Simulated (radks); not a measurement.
Values are calculated unless marked as measured or tabulated.
Effect of the nuclear size on neutral rhenium, [Xe] 4f14 5d5 6s2. Code: a radial shooting solver on a logarithmic mesh with Libxc functionals. Model: Dirac Kohn-Sham, PBE, spin-unpolarised, spherical densities, finite nucleus; open shells fill j = l - 1/2 first; Fermi nuclear charge, rms radius 5.3698 fm. The rms radius is varied about that value; shifts are against it.

rms radius (fm),total energy shift (eV),density at nucleus (e/bohr^3),1s1/2 shift (meV),2s1/2 shift (meV),5s1/2 shift (meV),5p1/2 shift (meV),6s1/2 shift (meV),5d5/2 shift (meV),6p1/2 (empty) shift (meV)
4.5643,-18.2,1.639e+06,-7360,-1050,-9.82,0.554,-0.668,0.603,0.217
4.9241,-10.3,1.595e+06,-4170,-593,-5.56,0.313,-0.378,0.342,0.123
5.3698,0,1.547e+06,0.000,0.000,0.000,0.000,0.000,0.000,0.000
5.794,10.3,1.505e+06,4180,594,5.58,-0.314,0.379,-0.343,-0.123
6.331,24.1,1.458e+06,9760,1390,13.0,-0.732,0.885,-0.800,-0.287

Slopes of the eigenvalues against <r^2> in GHz/fm^2, as finite differences over the two radii next to the reference (eigenvalue slopes, not the field-shift constants of lines): 1s1/2 216000, 2s1/2 30800, 5s1/2 289, 5p1/2 -16.3, 6s1/2 19.6, 5d5/2 -17.8, 6p1/2 (empty) -6.37.
